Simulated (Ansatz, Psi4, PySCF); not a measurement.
C$_{4}$H$_{4}$S, charge -1, doublet, geometry from GFN2-xTB (a state made from the parent by changing its charge; the spin is typed, not shown lowest) (in this run its highest filled SCF level lies above zero, so its values depend strongly on the basis, on diffuse functions most of all). Base run: B3LYP/STO-3G (PySCF).

Geometry (Å):
```xyz
9

C      0.3786    -1.4080     0.1708
C     -0.9640    -1.0875     0.2072
C     -1.2303     0.2474    -0.1097
S      0.2779     1.1848    -0.1794
C      1.2196    -0.2930     0.1166
H      0.7726    -2.4146     0.2699
H     -1.7624    -1.8049     0.3692
H     -2.1306     0.7947     0.1310
H      2.2503    -0.2843    -0.2083
```
Charge -1, spin multiplicity 2.
Orbitals are unrestricted.
All else is at PySCF's defaults.

The same geometry, method and basis name were run in Ansatz (a first-principles code) and Psi4 and PySCF, at each program's defaults and at the settings that a row names. The base is PySCF at its defaults. Differences at the defaults can come from grids, fitting, cores and function types together.

| code and settings | ΔE vs base (µEh) | basis functions | E (Eh) | SCF cycles |
|---|---|---|---|---|
| PySCF, defaults (exact integrals, its default grid, spherical functions) | 0.0 | 33 | -546.51879 | 10 |
| Psi4, defaults (density fitting with its default set, its default grid, spherical functions) | -1726 | 33 | -546.52051 | 8 |
| Ansatz, defaults (factorised integrals, its default grid, spherical functions) | 2.3 | 33 | -546.51879 | - |
| PySCF, density fitting with def2-universal-jkfit | -1727 | 33 | -546.52052 | 10 |
| PySCF, fine grid | 1.9 | 33 | -546.51879 | 10 |
| Psi4, exact integrals, spherical functions, fine grid | 1.6 | 33 | -546.51879 | 12 |
| Ansatz, high accuracy | 2.0 | 33 | -546.51879 | - |

Open shells are given as the SCF converged; they aren't shown to be the lowest states, and a large step between rows can be another state.
